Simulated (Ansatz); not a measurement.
Cartesian coordinates (Å):
```xyz
13

Zr    -0.6914     0.2724     0.1869
O      0.8023     0.1836     1.3834
C      2.0317     0.0068     2.0342
H      2.8396     0.5698     1.5156
H      2.3155    -1.0689     2.0609
H      1.9699     0.3753     3.0818
O     -0.4014    -0.4370    -1.5689
C      0.0804    -1.0060    -2.7567
H      0.3733    -2.0677    -2.5972
H      0.9684    -0.4497    -3.1317
H     -0.7046    -0.9774    -3.5441
H     -2.0895    -0.7211     0.9663
H     -1.1320     2.0927    -0.0176
```
Charge 0, spin multiplicity 1.

All values below come from frozen-core CCSD(T)/def2-TZVPP // BP86-D3(BJ)/def2-SVP run with Ansatz (a first-principles code).

```yaml
HF energy: -276.83312 Ha
MP2 correlation energy: -1.18268 Ha
```

**Question.** Estimate the CCSD correlation energy, the (T) correction, the total energy and the T1 diagnostic.

**Answer.** 
CCSD correlation energy: -1.21918 Ha
(T) correction: -0.04911 Ha
CCSD(T) total energy: -278.10140 Ha
T1 diagnostic: 0.018
